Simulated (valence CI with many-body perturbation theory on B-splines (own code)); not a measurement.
I XXI: electric-dipole lines

Calculated by configuration interaction combined with many-body perturbation theory (CI+MBPT): five valence electrons over a frozen Dirac-Fock core [Ar] 3d10, radial functions for each j: 9 s, 9 p, 8 d, 6 f, 3 g, 1 h, with the one-electron correlation potential Σ1 (screened to all orders), the two-electron term Σ2, the three-electron term Σ3, Breit, model QED; selected single and double excitations, second order for the rest (own B-spline code, finite nucleus).

No measured spectrum was set against this ion. As an estimate, levels hold to about 250 cm⁻¹ or 0.2 % of their energy and the worst to 1 %, as in measured heavy ions of charge 2 to 7; those with d or f electrons hold less well. Among the levels kept, up to 300 cm⁻¹ of a level comes from second order outside the variational space, and about a tenth of that is noise between levels of different J, which matters for small intervals.

Lines 101 to 150 of 178 in falling wavelength, among levels below 1157600 cm⁻¹, chosen from the strongest by gf and those to the six lowest levels. Wavelengths and rates use the calculated energies, so an error of 1000 cm⁻¹ moves a line at 15.29 nm by 0.15 % and its rate by three times that or more. Electric multipoles are in the length gauge, E1 and E2 with the static RPA response of the core. Weak lines are less certain than strong ones. Lines between different terms over intervals too small for the method are left out, as are lines whose strength nearly cancels. The highest levels of a list are the least certain.

Levels are named by their leading jj configuration (3d3/2^4 stands for four electrons in 3d with j = 3/2), which in mixed levels can hold well under half, so a name can repeat and another be missing. Letters in brackets count levels of one name in rising energy.

| λ vac (nm) | Upper | Lower | A (s⁻¹) | log gf | Branch % |
| --- | --- | --- | --- | --- | --- |
| 15.29 | (4s^2 4p1/2 4p3/2 4d3/2) J=5/2 | (4s^2 4p1/2 4p3/2^2) J=3/2 | 2.67e+08 | -2.25 | 9.1 |
| 15.13 | (4s^2 4p1/2 4p3/2 4d3/2) J=1/2 [a] | (4s^2 4p1/2 4p3/2^2) J=3/2 | 7.00e+09 | -1.32 | 61.1 |
| 15.08 | (4s^2 4p1/2 4p3/2 4d5/2) J=3/2 [a] | (4s^2 4p1/2 4p3/2^2) J=1/2 | 2.76e+09 | -1.43 | 1.6 |
| 15.04 | (4s^2 4p1/2^2 4d3/2) J=3/2 | (4s^2 4p1/2^2 4p3/2) J=3/2 | 1.19e+10 | -0.79 | 66.9 |
| 14.86 | (4s^2 4p1/2 4p3/2 4d3/2) J=3/2 [a] | (4s^2 4p1/2 4p3/2^2) J=3/2 | 2.02e+09 | -1.57 | 3.3 |
| 14.79 | (4s 4p1/2 4p3/2^3) J=1/2 | (4s^2 4p1/2^2 4p3/2) J=3/2 | 1.01e+10 | -1.18 | 16.7 |
| 14.79 | (4s 4p1/2^2 4p3/2 4d3/2) J=3/2 [b] | (4s 4p1/2^2 4p3/2^2) J=5/2 | 1.90e+09 | -1.60 | 12.4 |
| 14.75 | (4s^2 4p3/2^2 4d3/2) J=1/2 | (4s^2 4p3/2^3) J=3/2 | 4.75e+09 | -1.51 | 2.5 |
| 14.62 | (4s^2 4p1/2 4p3/2 4d5/2) J=5/2 [a] | (4s^2 4p1/2 4p3/2^2) J=5/2 | 1.12e+10 | -0.67 | 18.2 |
| 14.50 | (4s^2 4p3/2^2 4d3/2) J=3/2 [a] | (4s^2 4p3/2^3) J=3/2 | 4.79e+08 | -2.22 | 0.1 |
| 14.49 | (4s 4p1/2 4p3/2^3) J=3/2 [b] | (4s^2 4p1/2^2 4p3/2) J=3/2 | 1.04e+10 | -0.88 | 17.2 |
| 14.38 | (4s^2 4p1/2 4p3/2 4d5/2) J=3/2 [a] | (4s^2 4p1/2 4p3/2^2) J=5/2 | 3.85e+10 | -0.32 | 22.9 |
| 14.37 | (4s^2 4p3/2^2 4d3/2) J=5/2 | (4s^2 4p3/2^3) J=3/2 | 9.49e+09 | -0.75 | 2.7 |
| 14.35 | (4s^2 4p1/2 4p3/2 4d3/2) J=3/2 [b] | (4s^2 4p1/2 4p3/2^2) J=1/2 | 2.79e+07 | -3.46 | 0.0 |
| 14.32 | (4s^2 4p1/2 4p3/2 4d3/2) J=1/2 [b] | (4s^2 4p1/2 4p3/2^2) J=1/2 | 2.85e+09 | -1.76 | 0.9 |
| 14.29 | (4s^2 4p1/2^2 4d5/2) J=5/2 | (4s^2 4p1/2^2 4p3/2) J=3/2 | 2.75e+10 | -0.30 | 97.1 |
| 14.21 | (4s 4p3/2^4) J=1/2 | (4s^2 4p1/2 4p3/2^2) J=3/2 | 2.00e+10 | -0.92 | 32.7 |
| 14.12 | (4s^2 4p1/2 4p3/2 4d5/2) J=5/2 [a] | (4s^2 4p1/2 4p3/2^2) J=3/2 | 1.80e+10 | -0.49 | 29.3 |
| 13.90 | (4s^2 4p1/2 4p3/2 4d5/2) J=3/2 [a] | (4s^2 4p1/2 4p3/2^2) J=3/2 | 6.13e+10 | -0.15 | 36.5 |
| 13.86 | (4s^2 4p1/2 4p3/2 4d5/2) J=7/2 [b] | (4s^2 4p1/2 4p3/2^2) J=5/2 | 4.06e+10 | -0.03 | 100.0 |
| 13.85 | (4s^2 4p1/2 4p3/2 4d5/2) J=3/2 [b] | (4s^2 4p1/2 4p3/2^2) J=1/2 | 4.25e+10 | -0.31 | 44.5 |
| 13.84 | (4s^2 4p1/2 4p3/2 4d5/2) J=5/2 [b] | (4s^2 4p1/2 4p3/2^2) J=5/2 | 4.39e+10 | -0.12 | 14.4 |
| 13.84 | (4s^2 4p3/2^2 4d5/2) J=5/2 [a] | (4s^2 4p3/2^3) J=3/2 | 1.61e+08 | -2.56 | 2.2 |
| 13.71 | (4s^2 4p1/2 4p3/2 4d3/2) J=3/2 [b] | (4s^2 4p1/2 4p3/2^2) J=5/2 | 4.17e+10 | -0.33 | 13.9 |
| 13.53 | (4s^2 4p3/2^2 4d3/2) J=3/2 [b] | (4s^2 4p3/2^3) J=3/2 | 6.33e+10 | -0.16 | 23.0 |
| 13.45 | (4s^2 4p3/2^2 4d5/2) J=1/2 | (4s^2 4p3/2^3) J=3/2 | 2.21e+11 | 0.08 | 79.2 |
| 13.41 | (4s^2 4p1/2 4p3/2 4d5/2) J=1/2 | (4s^2 4p1/2 4p3/2^2) J=1/2 | 2.01e+11 | 0.03 | 73.5 |
| 13.40 | (4s^2 4p1/2 4p3/2 4d5/2) J=5/2 [b] | (4s^2 4p1/2 4p3/2^2) J=3/2 | 2.64e+10 | -0.37 | 8.6 |
| 13.34 | (4s^2 4p1/2 4p3/2 4d3/2) J=5/2 | (4s^2 4p1/2^2 4p3/2) J=3/2 | 1.54e+09 | -1.61 | 52.4 |
| 13.28 | (4s^2 4p1/2 4p3/2 4d3/2) J=3/2 [b] | (4s^2 4p1/2 4p3/2^2) J=3/2 | 2.35e+10 | -0.60 | 7.8 |
| 13.26 | (4s^2 4p1/2 4p3/2 4d5/2) J=3/2 [b] | (4s^2 4p1/2 4p3/2^2) J=5/2 | 2.39e+09 | -1.60 | 2.5 |
| 13.25 | (4s^2 4p1/2 4p3/2 4d3/2) J=1/2 [b] | (4s^2 4p1/2 4p3/2^2) J=3/2 | 1.02e+10 | -1.27 | 3.3 |
| 13.22 | (4s^2 4p1/2 4p3/2 4d3/2) J=1/2 [a] | (4s^2 4p1/2^2 4p3/2) J=3/2 | 2.81e+08 | -2.83 | 2.5 |
| 13.01 | (4s^2 4p1/2 4p3/2 4d3/2) J=3/2 [a] | (4s^2 4p1/2^2 4p3/2) J=3/2 | 2.19e+10 | -0.65 | 35.5 |
| 13.01 | (4s^2 4p1/2 4p3/2 4d5/2) J=5/2 [c] | (4s^2 4p1/2 4p3/2^2) J=5/2 | 6.67e+10 | 0.01 | 19.9 |
| 12.91 | (4s^2 4p3/2^2 4d3/2) J=1/2 | (4s^2 4p1/2 4p3/2^2) J=1/2 | 3.33e+10 | -0.78 | 17.4 |
| 12.89 | (4s^2 4p3/2^2 4d5/2) J=3/2 | (4s^2 4p3/2^3) J=3/2 | 1.85e+11 | 0.27 | 59.0 |
| 12.87 | (4s^2 4p3/2^2 4d5/2) J=7/2 | (4s^2 4p1/2 4p3/2^2) J=5/2 | 4.08e+09 | -1.09 | 100.0 |
| 12.85 | (4s^2 4p1/2 4p3/2 4d5/2) J=3/2 [b] | (4s^2 4p1/2 4p3/2^2) J=3/2 | 1.08e+09 | -1.97 | 1.1 |
| 12.72 | (4s^2 4p3/2^2 4d3/2) J=3/2 [a] | (4s^2 4p1/2 4p3/2^2) J=1/2 | 2.58e+10 | -0.60 | 8.0 |
| 12.66 | (4s^2 4p3/2^2 4d5/2) J=5/2 [b] | (4s^2 4p3/2^3) J=3/2 | 3.48e+11 | 0.70 | 93.2 |
| 12.62 | (4s^2 4p1/2 4p3/2 4d5/2) J=5/2 [c] | (4s^2 4p1/2 4p3/2^2) J=3/2 | 1.53e+11 | 0.34 | 45.8 |
| 12.51 | (4s 4p3/2^4) J=1/2 | (4s^2 4p1/2^2 4p3/2) J=3/2 | 2.84e+07 | -3.87 | 0.0 |
| 12.47 | (4s^2 4p1/2 4p3/2 4d5/2) J=1/2 | (4s^2 4p1/2 4p3/2^2) J=3/2 | 3.95e+10 | -0.73 | 14.5 |
| 12.44 | (4s^2 4p1/2 4p3/2 4d5/2) J=5/2 [a] | (4s^2 4p1/2^2 4p3/2) J=3/2 | 3.16e+10 | -0.36 | 51.4 |
| 12.27 | (4s^2 4p1/2 4p3/2 4d5/2) J=3/2 [a] | (4s^2 4p1/2^2 4p3/2) J=3/2 | 6.41e+10 | -0.24 | 38.2 |
| 12.22 | (4s^2 4p3/2^2 4d3/2) J=3/2 [a] | (4s^2 4p1/2 4p3/2^2) J=5/2 | 6.13e+10 | -0.26 | 18.9 |
| 12.13 | (4s^2 4p3/2^2 4d3/2) J=5/2 | (4s^2 4p1/2 4p3/2^2) J=5/2 | 1.65e+11 | 0.34 | 47.4 |
| 12.04 | (4s^2 4p3/2^2 4d3/2) J=1/2 | (4s^2 4p1/2 4p3/2^2) J=3/2 | 1.52e+11 | -0.18 | 79.5 |
| 11.96 | (4s^2 4p3/2^2 4d3/2) J=3/2 [b] | (4s^2 4p1/2 4p3/2^2) J=1/2 | 2.04e+11 | 0.24 | 74.1 |
